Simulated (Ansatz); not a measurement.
`C=CO[Si](F)(F)F` + `Cl[SiH2][NH][GeH3]` → `C=C[N]([GeH3])[SiH2]Cl` + `O[Si](F)(F)F`  (substitution at a C–O bond)

Calculated with Ansatz (gas phase, PBE0-D4/def2-TZVP geometries, no zero-point term in ΔE). CCSD(T)/CBS is the MP2 limit (def2-TZVPP, def2-QZVPP) plus CCSD(T) − MP2 in def2-TZVPP, frozen cores. Functionals use def2-TZVPP. B3LYP here is the variant with VWN-RPA as its local correlation; programs differ in this. For Ge outer-core shells are correlated without core-valence functions, which leaves a few kJ/mol of doubt a bond. Scalar relativity is left out up to krypton. One conformer a species, not always the lowest.

```json
{"level": "PBE-D4", "ΔE (kJ/mol)": "-31.5", "difference from CCSD(T)/CBS": "1.5"}
{"level": "r2SCAN-D4", "ΔE (kJ/mol)": "-28.2", "difference from CCSD(T)/CBS": "4.8"}
{"level": "PBE0-D4", "ΔE (kJ/mol)": "-30.5", "difference from CCSD(T)/CBS": "2.5"}
{"level": "B3LYP-D4", "ΔE (kJ/mol)": "-26.4", "difference from CCSD(T)/CBS": "6.6"}
{"level": "ωB97X-V", "ΔE (kJ/mol)": "-24.3", "difference from CCSD(T)/CBS": "8.7"}
{"level": "ωB97M-V", "ΔE (kJ/mol)": "-26.3", "difference from CCSD(T)/CBS": "6.7"}
{"level": "B2PLYP", "ΔE (kJ/mol)": "-26.5", "difference from CCSD(T)/CBS": "6.5"}
{"level": "PBE", "ΔE (kJ/mol)": "-27.2", "difference from CCSD(T)/CBS": "5.8"}
{"level": "r2SCAN", "ΔE (kJ/mol)": "-26.9", "difference from CCSD(T)/CBS": "6.1"}
{"level": "PBE0", "ΔE (kJ/mol)": "-26.7", "difference from CCSD(T)/CBS": "6.3"}
{"level": "B3LYP", "ΔE (kJ/mol)": "-19.6", "difference from CCSD(T)/CBS": "13.4"}
{"level": "HF/def2-TZVPP", "ΔE (kJ/mol)": "-8.7", "difference from CCSD(T)/CBS": "24.3"}
{"level": "MP2/def2-TZVPP", "ΔE (kJ/mol)": "-40.2", "difference from CCSD(T)/CBS": "-7.2"}
{"level": "SCS-MP2/def2-TZVPP", "ΔE (kJ/mol)": "-32.6", "difference from CCSD(T)/CBS": "0.4"}
{"level": "CCSD/def2-TZVPP", "ΔE (kJ/mol)": "-27.8", "difference from CCSD(T)/CBS": "5.2"}
{"level": "CCSD(T)/def2-TZVPP", "ΔE (kJ/mol)": "-31.5", "difference from CCSD(T)/CBS": "1.5"}
{"level": "HF/def2-QZVPP", "ΔE (kJ/mol)": "-8.1", "difference from CCSD(T)/CBS": "24.9"}
{"level": "MP2/def2-QZVPP", "ΔE (kJ/mol)": "-40.9", "difference from CCSD(T)/CBS": "-7.9"}
{"level": "SCS-MP2/def2-QZVPP", "ΔE (kJ/mol)": "-33.0", "difference from CCSD(T)/CBS": "0.0"}
{"level": "HF/CBS(def2)", "ΔE (kJ/mol)": "-8.0", "difference from CCSD(T)/CBS": "25.0"}
{"level": "MP2/CBS(def2)", "ΔE (kJ/mol)": "-41.7", "difference from CCSD(T)/CBS": "-8.7"}
{"level": "CCSD/CBS(def2)", "ΔE (kJ/mol)": "-29.3", "difference from CCSD(T)/CBS": "3.7"}
{"level": "CCSD(T)/CBS", "ΔE (kJ/mol)": "-33.0", "difference from CCSD(T)/CBS": "0"}
```

Largest T1 diagnostic among the species: 0.012.

The D4 term adds −6.7 kJ/mol with B3LYP and −3.8 kJ/mol with PBE0; it sums over pairs of atoms, weighted by their polarisabilities, and B3LYP, whose exchange is more repulsive, gets the larger term. In def2-TZVPP, CCSD(T) changes the Hartree–Fock value by −22.8 kJ/mol (the triples alone add −3.7 kJ/mol) and MP2 by −31.5 kJ/mol.
